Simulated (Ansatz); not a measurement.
Be4O4, relaxed as a singlet with RKS PBE-D4/def2-SVP in Ansatz, starting from the GFN1-xTB geometry. Force threshold 0.02 eV/Å.

Another isomer (singlet) lies 1.74 eV lower at PBE0-D4/def2-TZVP; other spin states weren't run for this one.

Start:

```xyz
8

Be    1.163    0.024   -0.489
Be   -0.766    0.718   -0.701
Be    0.030    0.445    1.181
Be   -0.428   -1.188    0.009
O     0.928   -0.869    0.848
O    -1.409   -0.029    0.592
O    -0.037   -0.539   -1.431
O     0.518    1.438   -0.010
```

```json
{"step": "1", "energy (eV)": "-9783.9252", "largest force component (eV/Å)": "0.295", "SCF passes": "27"}
{"step": "2", "energy (eV)": "-9783.9330", "largest force component (eV/Å)": "0.159", "SCF passes": "28"}
{"step": "3", "energy (eV)": "-9783.9366", "largest force component (eV/Å)": "0.007", "SCF passes": "28"}
```

Force components are those of the run's own axes.

End:

Cartesian coordinates in Å:
```
Be 1.171 0.025 -0.492
Be -0.771 0.723 -0.705
Be 0.030 0.448 1.189
Be -0.431 -1.196 0.009
O 0.934 -0.875 0.854
O -1.418 -0.030 0.596
O -0.037 -0.542 -1.440
O 0.522 1.448 -0.010
```

By distances, no bond broke or formed. The bond that changes most is Be1–O7, from 1.63 to 1.64 Å (atoms count from 1).

No frequencies were taken in this run, so the end may be a saddle point.

Hardware: 4 threads of Arm Neoverse V1 on a shared host. Wall time 4.4 s.
